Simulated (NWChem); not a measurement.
## Correlation energy of Ge

```
Ge
```
Charge 0, spin multiplicity 3.

Program: NWChem.

Basis set: def2-TZVP. Each correlation energy counts from its own Hartree-Fock reference.

The Hamiltonian is non-relativistic. The correlated methods keep 9 core orbitals frozen. The stability of the SCF solutions was not checked. Open-shell Hartree-Fock references start from PBE0 orbitals. Coupled-cluster values serve here as a point of comparison, not as the truth.

Question: For the correlation energy, UMP2 gives -182.1 mHa and SCS-UMP2 gives -168.4 mHa. What do CCSD on UHF, CCSD[T] on UHF, CCSD(T) on UHF give?

Answer: CCSD on UHF: -188.8 mHa; CCSD[T] on UHF: -195.9 mHa; CCSD(T) on UHF: -195.2 mHa.
